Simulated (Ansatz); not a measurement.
CH5FOSSi (`OC(S)[SiH2]F`), charge 0, multiplicity 1.

Problem. Give a relaxed structure at PBE0-D4/def2-TZVP (the Gaussian-basis code of Ansatz). (Best estimate.)

Solution. Ansatz gave: 
Cartesian coordinates in Å:
```
O 0.977 1.206 -0.698
C 0.208 0.606 0.310
S -1.515 1.176 0.385
Si 0.246 -1.267 0.104
F -0.722 -1.663 -1.109
H 0.822 2.157 -0.677
H 0.583 0.851 1.316
H -1.937 0.574 -0.740
H 1.606 -1.744 -0.235
H -0.267 -1.896 1.343
```
This is one stationary point; other conformers may exist.
